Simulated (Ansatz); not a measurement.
Mulliken charges of CH5NOZn (`[NH2][Zn][CH2]O`) from B3LYP/def2-TZVPP in Ansatz (PBE0-D4/def2-TZVP geometry).

```csv
atom,x (Å),y (Å),z (Å),charge (e)
N1,-0.757,2.355,0.292,-0.449
Zn2,-0.144,0.644,0.178,0.332
C3,0.578,-1.165,0.175,-0.137
O4,0.100,-1.833,-0.991,-0.359
H5,-1.742,2.508,0.448,0.123
H6,-0.436,3.031,-0.386,0.123
H7,1.677,-1.125,0.189,0.095
H8,0.270,-1.689,1.090,0.095
H9,0.454,-2.727,-0.997,0.178
```

By hand: the dipole of these point charges (1 e Å = 4.8032 D).

Σ q r = (0.175, -0.097, 0.211) e Å, of length 0.291 e Å = 1.40 D.

How does the dipole of the full density compare? (Best estimate.)

Ansatz gave: (0.108, -0.170, 0.061) e Å, 1.01 D; the point charges give 1.39 times that, at 38° from its direction.

Point charges leave out the atoms' own dipoles, such as those of lone pairs, and Mulliken's split depends on the basis, so the two needn't agree.

B3LYP here is the variant with VWN-RPA as its local correlation; programs differ in this.
